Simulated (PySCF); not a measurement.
What builds the electron affinity along the 5d series

All values are computed (PySCF 2.14, energy differences of UHF-based or UKS calculations, no spin-orbit coupling). Each column adds one step, in eV (sums use unrounded values): valence MP2, valence CCSD, valence triples, then the next inner shell at CCSD(T) (W 5s 5p, Pt 5s 5p, Au 5s 5p). References (photodetachment measurements) marked * lie between the lowest fine-structure levels; the others compare directly ((s) semi-empirical, (t) theoretical).

| element | UHF | + MP2 | + CCSD | + (T) | + inner shell | sum | reference |
| --- | --- | --- | --- | --- | --- | --- | --- |
| W [Xe] 4f14 5d5 6s2 → [Xe] 4f14 5d4 6s2 (def2-TZVPPD with the def2 core potential (60 electrons), ECP) | 0.335 | 0.710 | 0.026 | 0.061 | 0.012 | 1.144 | 0.817 * |
| Pt [Xe] 4f14 5d9 6s2 → [Xe] 4f14 5d9 6s1 (def2-TZVPPD with the def2 core potential (60 electrons), ECP) | 0.228 | 1.485 | -0.158 | 0.141 | 0.077 | 1.772 | 2.125 * |
| Au [Xe] 4f14 5d10 6s2 → [Xe] 4f14 5d10 6s1 (def2-TZVPPD with the def2 core potential (60 electrons), ECP) | 0.435 | 1.578 | -0.203 | 0.141 | 0.078 | 2.030 | 2.309 |

What remains against the references is mostly basis incompleteness and, for starred values, spin-orbit coupling.

These are valence bases, so the inner-shell step is incomplete.
